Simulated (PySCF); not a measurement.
A structure optimised at PBE-D3(BJ)/def2-SVP, used in a PySCF frequency run:

```
C
H 1 1.1137
C 1 1.5269 2 110.31
H 3 1.1074 1 111.86 2 52.40
H 3 1.1099 4 108.31 1 -121.38
H 3 1.1110 4 108.45 5 -116.17
C 1 1.5271 2 110.66 3 -125.86
H 7 1.1070 1 111.67 2 -50.73
H 7 1.1090 8 107.96 1 120.80
H 7 1.1111 8 108.54 9 116.96
Se 1 1.9904 2 101.42 3 117.36
O 11 1.8481 1 97.10 2 178.33
H 12 0.9779 11 104.45 1 92.38
```

Write its SMILES and formula.

CC(C)[Se]O, C₃H₈OSe

What are its rotational constants (standard atomic weights)?

4.4485, 2.1211, 2.1111 GHz
